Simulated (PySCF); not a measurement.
Species: C₄H₇F₃Si.
Cartesian coordinates in Å at the PBE0-D3(BJ)/def2-SVP level; atoms count from 1:
```xyz
15
C4H7F3Si angstrom
F      1.5563   -0.7719   -1.1836
C      1.7680   -0.0343   -0.0767
F      2.5702    0.9775   -0.4248
F      2.4590   -0.8116    0.7690
C      0.4848    0.4575    0.5186
C     -0.5192   -0.6814    0.8624
C     -1.4552   -0.6738   -0.3766
Si    -0.8268    1.0736   -0.7358
H      0.7461    1.1106    1.3627
H     -0.0334   -1.6485    1.0711
H     -1.0776   -0.4030    1.7687
H     -2.5193   -0.8605   -0.1786
H     -1.1081   -1.3820   -1.1439
H     -0.4010    1.4692   -2.1101
H     -1.6614    2.1580   -0.1371
```

Computed with PySCF at PBE0/pcSseg-1 and CAM-B3LYP/def2-SVPD, non-relativistic, on one gas-phase PBE0-D3(BJ)/def2-SVP geometry that isn't relaxed in the solvent. The solvent is an IEF-PCM continuum (Bondi radii, 1.10 Å for H, scaled by 1.2). The model holds no explicit solvent molecules, cavitation or dispersion.

Gas phase at PBE0/pcSseg-1: HOMO -8.44 eV, LUMO 0.17 eV, dipole 2.40 D.

Q: What does the continuum do to the energy, the frontier levels and the dipole at PBE0/pcSseg-1 in cyclohexane and benzene?

A: 
| solvent | ε | E(solvent) − E(gas) (kcal/mol) | polarisation term (kcal/mol) | distortion of the solute (kcal/mol) | HOMO (eV) | LUMO (eV) | dipole (D) |
| --- | --- | --- | --- | --- | --- | --- | --- |
| cyclohexane | 2.017 | -0.98 | -1.02 | 0.04 | -8.31 | 0.29 | 2.60 |
| benzene | 2.271 | -1.11 | -1.17 | 0.06 | -8.29 | 0.31 | 2.63 |

The first energy column is the sum of the next two and covers electrostatics alone. From cyclohexane to benzene the lowering changes by a factor 1.13, Onsager's factor (ε − 1)/(2ε + 1) by 1.14 and ε itself by 1.1.

Q: Which radius a makes the point-dipole formula ΔE = −[(ε − 1)/(2ε + 1)]·μ²/a³ give the value in benzene, with the gas-phase dipole?

A: μ = 0.946 au and |ΔE| = 0.00177 Eh give a = 2.58 Å; the farthest nucleus lies 2.78 Å from the centroid of the nuclei, so such a sphere wouldn't even hold the nuclei. The formula assumes a rigid point dipole at the centre of a sphere.

Q: Give the dipole vector in the frame of the coordinates (D, pointing from negative to positive charge), gas and benzene.

A: Gas (-2.26, 0.37, 0.71), solvent (-2.46, 0.41, 0.82). Its length changes by +9 % and its direction by less than 1°.

Q: Which IAO charges (PBE0/pcSseg-1) respond most in benzene (means over atoms taken as equivalent)?

A: 
```tsv
atoms	environment	gas (e)	solvent (e)	change
H9	methine hydrogen	+0.164	+0.168	+0.004
H11	methylene hydrogen	+0.147	+0.151	+0.004
F1/F3/F4	fluorine of a CF3 group	-0.288	-0.291	-0.003
H12	methylene hydrogen	+0.147	+0.150	+0.003
C5	sp3 carbon bound to silicon	-0.438	-0.439	-0.001
H14	Si–H hydrogen	-0.104	-0.105	-0.001
Si8	SiH2 silicon	+0.751	+0.753	+0.002
C6	four-membered-ring carbon	-0.253	-0.254	-0.001
C7	sp3 carbon bound to silicon	-0.546	-0.546	0.000
H15	Si–H hydrogen	-0.113	-0.113	0.000
C2	CF3 carbon	+0.807	+0.806	-0.001
H10	methylene hydrogen	+0.146	+0.146	0.000
```

Gas phase at CAM-B3LYP/def2-SVPD: HOMO -9.80 eV, LUMO 0.88 eV, dipole 2.61 D.

Q: What does the continuum do to the energy, the frontier levels and the dipole at CAM-B3LYP/def2-SVPD in benzene?

A: 
| solvent | ε | E(solvent) − E(gas) (kcal/mol) | polarisation term (kcal/mol) | distortion of the solute (kcal/mol) | HOMO (eV) | LUMO (eV) | dipole (D) |
| --- | --- | --- | --- | --- | --- | --- | --- |
| benzene | 2.271 | -1.20 | -1.28 | 0.08 | -9.64 | 1.03 | 2.88 |

Q: How does the static polarisability (CAM-B3LYP/def2-SVPD, frozen core, with the continuum's full static response) change?

A: 
| medium | isotropic (au) | principal values (au) | ⟨r²⟩ of the electrons (bohr²) |
| --- | --- | --- | --- |
| gas | 73.5 | 66.5, 74.5, 79.4 | 1073.7 |
| benzene | 83.3 | 75.9, 83.7, 90.4 | 1073.7 |

The isotropic value in benzene is 1.13 times the gas-phase one; no cavity-field correction is applied. ⟨r²⟩ is taken about the centre of nuclear charge.

On an Intel Xeon at 2.50 GHz with one thread, no GPU, on a shared host, this took 69 s and 0.98 GiB of memory at its peak. This is the whole shielding run at PBE0/pcSseg-1 in benzene, SCF included.
